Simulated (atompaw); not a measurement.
**Cutoff test, silicon (Si), PAW (atompaw)**

- Element: Si (Z = 14)
- Generator: atompaw 4.2.0.5
- Type: PAW
- Functional: PBE
- Relativity: scalar-relativistic
- Frozen core: [He]
- Valence charge: 12
- Reference configuration: 2s2 2p6 3s2 3p2
- Partial waves: 2s (bound): rc 0.95 bohr; 3s (bound): rc 1.00 bohr; 2p (bound): rc 0.80 bohr; 3p (bound): rc 0.95 bohr
- Local potential: bessel scheme, radius 0.90 bohr
- Core correction: smooth core density matched at 0.75 bohr
- Augmentation charge: sinc compensation charge, radius 1.00 bohr; PAW radius 1.00 bohr; waves and projectors: custom rrkj vanderbiltortho

The pseudo-atom Hamiltonian at the reference potential is diagonalised in spherical Bessel functions j_l(qr) that vanish at 20 bohr, with q² up to the cutoff. All-electron valence levels (Ry): 2s -10.2531, 3s -0.7947, 2p -7.0235, 3p -0.3000.

Question: How do the lowest levels (Ry) of each channel move with the cutoff, and are there ghosts?

Answer:

| cutoff (Ry) | s #1 | s #2 | s #3 | p #1 | p #2 | d #1 | d #2 | f #1 | f #2 | Σ f·Δε (mRy) |
| --- | --- | --- | --- | --- | --- | --- | --- | --- | --- | --- |
| 8 | -7.8727 | -0.4342 | -0.0006 | -1.9439 | -0.0317 | 0.0551 | 0.1331 | 0.1092 | 0.2332 | 36495.4 |
| 15 | -9.3543 | -0.5762 | -0.0115 | -4.1110 | -0.1042 | 0.0549 | 0.1323 | 0.1092 | 0.2332 | 20100.4 |
| 21 | -9.8956 | -0.6423 | -0.0163 | -5.1613 | -0.1421 | 0.0548 | 0.1320 | 0.1092 | 0.2332 | 12508.3 |
| 35 | -10.1853 | -0.7006 | -0.0204 | -6.4449 | -0.1965 | 0.0548 | 0.1318 | 0.1092 | 0.2332 | 4001.8 |
| 50 | -10.2452 | -0.7431 | -0.0235 | -6.7907 | -0.2188 | 0.0548 | 0.1318 | 0.1092 | 0.2332 | 1677.5 |
| 60 | -10.2512 | -0.7632 | -0.0250 | -6.8811 | -0.2286 | 0.0548 | 0.1318 | 0.1092 | 0.2332 | 1063.7 |
| 90 | -10.2525 | -0.7929 | -0.0272 | -6.9920 | -0.2586 | 0.0548 | 0.1318 | 0.1092 | 0.2332 | 276.3 |
| 120 | -10.2530 | -0.7944 | -0.0274 | -7.0207 | -0.2920 | 0.0548 | 0.1318 | 0.1092 | 0.2332 | 33.4 |
| 180 | -10.2531 | -0.7947 | -0.0274 | -7.0224 | -0.2993 | 0.0548 | 0.1318 | 0.1092 | 0.2332 | 7.3 |
| 230 | -10.2531 | -0.7947 | -0.0274 | -7.0233 | -0.2998 | 0.0548 | 0.1318 | 0.1092 | 0.2332 | 1.0 |
| 350 | -10.2531 | -0.7947 | -0.0274 | -7.0234 | -0.2999 | 0.0548 | 0.1318 | 0.1092 | 0.2332 | 0.1 |
| 400 | -10.2531 | -0.7947 | -0.0274 | -7.0234 | -0.2999 | 0.0548 | 0.1318 | 0.1092 | 0.2332 | 0.0 |

Result: no extra level below or beside the all-electron valence levels (s, p, d, f tested); 10 mRy is reached at 160 Ry and 1 mRy at 260 Ry.
